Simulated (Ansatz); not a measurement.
**Molecular dynamics of CH₄BOSi, charge +1**

Input:

```yaml
crystal:
  periodic: [false, false, false]
  atoms:
    - { symbol: B, position_ang: [-0.558479, 0.919177, -0.732509] }
    - { symbol: Si, position_ang: [1.253243, 1.384263, 0.700033] }
    - { symbol: C, position_ang: [0.271835, 0.096827, 0.123488] }
    - { symbol: O, position_ang: [0.035897, -1.336497, 0.432358] }
    - { symbol: H, position_ang: [-0.092775, 2.084967, -0.608928] }
    - { symbol: H, position_ang: [-1.510843, 0.909001, -1.430967] }
    - { symbol: H, position_ang: [0.897883, -1.887357, 0.514386] }
    - { symbol: H, position_ang: [-0.683854, -1.69441, -0.182824] }
total_charge: 1
basis:
  gaussian: { orbitals: def2-SVP }
hamiltonian:
  xc: b3lyp
  dispersion: d4
md:
  timestep: 0.25
  n_steps: 100
  ensemble: nve
  temperature: 300.0
  initial_velocities: maxwell_boltzmann
  seed: 145608
scf:
  lower_state_search: "off"
```

Launched with:

```bash
$ ansatz run input.yaml --threads 1 --pin off --max-ram 2048MiB --backend cpu --events-out ev --progress --plain --runs-dir out
```

It goes on from the last frame of an earlier run, with new velocities.

Output, in part (one step line in 4, the closing report, with atoms numbered from 0):

```
md step     0: t =     0.00 fs  T =   300.0 K  F+E_penalty+E_count = -11687.87884885 eV  E_kin = 0.232668 eV  conserved = -11687.64618085 eV  (15 SCF iters)
md step     4: t =     1.00 fs  T =   356.3 K  F+E_penalty+E_count = -11687.92268648 eV  E_kin = 0.276347 eV  conserved = -11687.64633963 eV  (22 SCF iters)
md step     8: t =     2.00 fs  T =   400.9 K  F+E_penalty+E_count = -11687.95734509 eV  E_kin = 0.310886 eV  conserved = -11687.64645908 eV  (22 SCF iters)
md step    12: t =     3.00 fs  T =   405.6 K  F+E_penalty+E_count = -11687.96083418 eV  E_kin = 0.314539 eV  conserved = -11687.64629487 eV  (22 SCF iters)
md step    16: t =     4.00 fs  T =   417.6 K  F+E_penalty+E_count = -11687.97002731 eV  E_kin = 0.323876 eV  conserved = -11687.64615181 eV  (22 SCF iters)
md step    20: t =     5.00 fs  T =   471.6 K  F+E_penalty+E_count = -11688.01218388 eV  E_kin = 0.365789 eV  conserved = -11687.64639469 eV  (22 SCF iters)
md step    24: t =     6.00 fs  T =   501.6 K  F+E_penalty+E_count = -11688.03559019 eV  E_kin = 0.389024 eV  conserved = -11687.64656604 eV  (22 SCF iters)
md step    28: t =     7.00 fs  T =   455.1 K  F+E_penalty+E_count = -11687.99931885 eV  E_kin = 0.352921 eV  conserved = -11687.64639806 eV  (22 SCF iters)
md step    32: t =     8.00 fs  T =   376.6 K  F+E_penalty+E_count = -11687.93818342 eV  E_kin = 0.292063 eV  conserved = -11687.64612010 eV  (14 SCF iters)
md step    36: t =     9.00 fs  T =   347.8 K  F+E_penalty+E_count = -11687.91579005 eV  E_kin = 0.269766 eV  conserved = -11687.64602422 eV  (14 SCF iters)
md step    40: t =    10.00 fs  T =   397.2 K  F+E_penalty+E_count = -11687.95428924 eV  E_kin = 0.308074 eV  conserved = -11687.64621491 eV  (14 SCF iters)
md step    44: t =    11.00 fs  T =   467.3 K  F+E_penalty+E_count = -11688.00896655 eV  E_kin = 0.362448 eV  conserved = -11687.64651830 eV  (22 SCF iters)
md step    48: t =    12.00 fs  T =   473.5 K  F+E_penalty+E_count = -11688.01375708 eV  E_kin = 0.367238 eV  conserved = -11687.64651934 eV  (22 SCF iters)
md step    52: t =    13.00 fs  T =   419.1 K  F+E_penalty+E_count = -11687.97123894 eV  E_kin = 0.325015 eV  conserved = -11687.64622366 eV  (22 SCF iters)
md step    56: t =    14.00 fs  T =   385.1 K  F+E_penalty+E_count = -11687.94485654 eV  E_kin = 0.298673 eV  conserved = -11687.64618337 eV  (22 SCF iters)
md step    60: t =    15.00 fs  T =   388.9 K  F+E_penalty+E_count = -11687.94800710 eV  E_kin = 0.301647 eV  conserved = -11687.64636020 eV  (22 SCF iters)
md step    64: t =    16.00 fs  T =   382.0 K  F+E_penalty+E_count = -11687.94266054 eV  E_kin = 0.296226 eV  conserved = -11687.64643457 eV  (22 SCF iters)
md step    68: t =    17.00 fs  T =   339.6 K  F+E_penalty+E_count = -11687.90974754 eV  E_kin = 0.263416 eV  conserved = -11687.64633197 eV  (22 SCF iters)
md step    72: t =    18.00 fs  T =   289.4 K  F+E_penalty+E_count = -11687.87067936 eV  E_kin = 0.224481 eV  conserved = -11687.64619809 eV  (14 SCF iters)
md step    76: t =    19.00 fs  T =   268.8 K  F+E_penalty+E_count = -11687.85464781 eV  E_kin = 0.208435 eV  conserved = -11687.64621264 eV  (14 SCF iters)
md step    80: t =    20.00 fs  T =   273.0 K  F+E_penalty+E_count = -11687.85808699 eV  E_kin = 0.211729 eV  conserved = -11687.64635844 eV  (22 SCF iters)
md step    84: t =    21.00 fs  T =   265.4 K  F+E_penalty+E_count = -11687.85216383 eV  E_kin = 0.205813 eV  conserved = -11687.64635114 eV  (22 SCF iters)
md step    88: t =    22.00 fs  T =   253.6 K  F+E_penalty+E_count = -11687.84285718 eV  E_kin = 0.196697 eV  conserved = -11687.64616052 eV  (14 SCF iters)
md step    92: t =    23.00 fs  T =   287.3 K  F+E_penalty+E_count = -11687.86905447 eV  E_kin = 0.222814 eV  conserved = -11687.64624058 eV  (14 SCF iters)
md step    96: t =    24.00 fs  T =   343.4 K  F+E_penalty+E_count = -11687.91283389 eV  E_kin = 0.266312 eV  conserved = -11687.64652149 eV  (22 SCF iters)
md step   100: t =    25.00 fs  T =   341.2 K  F+E_penalty+E_count = -11687.91120159 eV  E_kin = 0.264618 eV  conserved = -11687.64658393 eV  (22 SCF iters)
Total energy: -11687.91141917 eV, -429.5228223035 hartree
Atom 0 at    -0.447244     0.973347    -0.601572 Å, force    -0.718940     0.138297    -0.759640 eV/Å
Atom 1 at     1.214753     1.447663     0.648428 Å, force     0.770619    -0.356945     0.603393 eV/Å
Atom 2 at     0.283805    -0.001641     0.124736 Å, force     0.022052    -0.849155     0.351247 eV/Å
Atom 3 at    -0.003471    -1.410744     0.389830 Å, force     1.418970     0.611626     1.564518 eV/Å
Atom 4 at     0.141595     2.085786    -0.523146 Å, force     0.176369     0.232250     0.129998 eV/Å
Atom 5 at    -1.364796     1.242248    -1.269182 Å, force    -0.689648    -0.164214    -0.478170 eV/Å
Atom 6 at     0.622949    -1.889687     1.002235 Å, force    -0.516187     0.461331    -0.555654 eV/Å
Atom 7 at    -0.427627    -2.021769    -0.224475 Å, force    -0.463235    -0.073190    -0.855691 eV/Å
Dipole moment:    -0.062607    -1.003463     0.067173 e Å
```

The run went to its last step. The conserved energy stayed within 0.053 meV per atom of its start (net change -0.05 meV per atom), so the integration is sound. A run of 0.025 ps of so small a system gives no equilibrium averages. Limits of this set-up: the dipole of an ion depends on the origin.

Joined: Si2–H5 2.00 → 1.71 Å. Pairs count as bonded within 1.25 times the sum of covalent radii (0.12 Å more for H–H).

Last frame:

```xyz
8
Properties=species:S:1:pos:R:3
B -0.447 0.973 -0.602
Si 1.215 1.448 0.648
C 0.284 -0.002 0.125
O -0.004 -1.411 0.390
H 0.142 2.086 -0.523
H -1.365 1.242 -1.269
H 0.623 -1.890 1.002
H -0.428 -2.022 -0.225
```

The run took 3.2 min on 1 thread of Arm Neoverse V1 (shared host), peak memory 0.13 GiB.
